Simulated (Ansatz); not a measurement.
```xyz
10

C    -0.0230   -0.0192   -2.0211
C    -0.0317   -0.0374   -0.6158
C     0.0389   -0.0067    0.6368
C    -0.0266    0.0378    2.0420
H    -0.0194   -0.9936   -2.4288
H    -0.8513    0.5025   -2.4300
H     0.8667    0.5322   -2.5018
H    -0.0128   -0.9928    2.4959
H     0.8546    0.4769    2.4613
H    -0.8962    0.5553    2.4871
```

Basis set: STO-3G (spherical functions). Left uncorrelated: 4 orbitals. Charge 0, multiplicity 1.

Computed with Ansatz (development build ahead of 0.2.0); each method stands on the lowest determinant of its kind that the runs found. Restricted open shells among the atoms or ions are ROHF, correlated in semicanonical orbitals with singles.

The atomization energy at this shape (free ground-state atoms in the same class of orbitals less the molecule, no zero-point energy) of singlet C₄H₆:

| method | atomization energy |
| --- | --- |
| RHF | 38.36 eV |

Problem. What does RHF-MP2 give?

Solution. 44.35 eV. Caution: the shape is not the minimum.

This basis has no polarisation functions and is too small for such energies, which can lie far from measured ones in either direction.
